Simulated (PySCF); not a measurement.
An unknown is described by computed data only.

Formula: C3H5BF2Si.

| Property | Result |
| --- | --- |
| 1H NMR | chemical shifts (computed TMS as zero) by class: 4.15 (2 H), 2.09 (3 H) ppm [GIAO KT3/pcSseg-2] |
| Rotational structure | rotational constants A, B, C: 3.719, 0.921, 0.819 GHz [PBE0-D3(BJ)/def2-SVP] |
| Valence photoelectron | vertical ionisation energy: 9.88 eV [ΔSCF CAM-B3LYP/def2-SVPD] |
| 13C NMR | chemical shifts (computed TMS as zero) by class: 109.0 (1 C), 65.8 (1 C), 7.3 (1 C) ppm [GIAO KT3/pcSseg-2] |
| Triplet | lowest triplet excitation (Tamm–Dancoff): 4.76 eV [TDA CAM-B3LYP/def2-SVPD] |
| UV, first state | lowest singlet excitation: 5.70 eV (217 nm, f = 0.011) [TDDFT CAM-B3LYP/def2-SVPD] |
| Dipole | 2.10 D [CAM-B3LYP/def2-SVPD] |
| NMR, other nuclei | isotropic shieldings of nuclei other than C and H, by class: 73 (1 B), 202 (2 F), 464 (1 Si) ppm [GIAO KT3/pcSseg-2] |
| Polarisability | 77.9 au [CAM-B3LYP/def2-SVPD] |

The electronic properties come from PySCF, for the isolated species, density fitting. Levels stand in brackets. Geometry: PBE0-D3(BJ)/def2-SVP, one conformer, isolated molecule. NMR values are class means; diastereotopic atoms form classes of their own.

Task: Give a SMILES that accounts for the data.

Result: Numbering: `[CH3:1][C:2]#[C:3][SiH2:4][B:5]([F:6])[F:7]`. 3 carbons fall into 3 classes; from least to most shielded: alkyne carbon [C2] (109.0 ppm), alkyne carbon [C3] (65.8 ppm), propargylic carbon [C1] (7.3 ppm). Hydrogen classes from least to most shielded: 2 H on an SiH2 silicon, Si4 (4.15 ppm), 3 H on a propargylic carbon, C1 (2.09 ppm). The other shieldings belong to: 73 ppm, three-coordinate boron [B5]; 202 ppm, boron-bound fluorine [F6/F7]; 464 ppm, SiH2 silicon [Si4]. The first electron is taken from the HOMO, whose largest Löwdin shares are 0.34 on an alkyne carbon, 0.33 on an alkyne carbon, 0.09 on the SiH2 silicon and 0.07 on the propargylic carbon. The optimised geometry has point group C1 and is an asymmetric top. Structure: `CC#C[SiH2]B(F)F`. The assignments are read from this structure; whether some other isomer fits the data as well wasn't checked.

Shape of the structure used: `[CH3:1][C:2]#[C:3][SiH2:4][B:5]([F:6])[F:7]`: C3–Si4–B5–F6 56°.
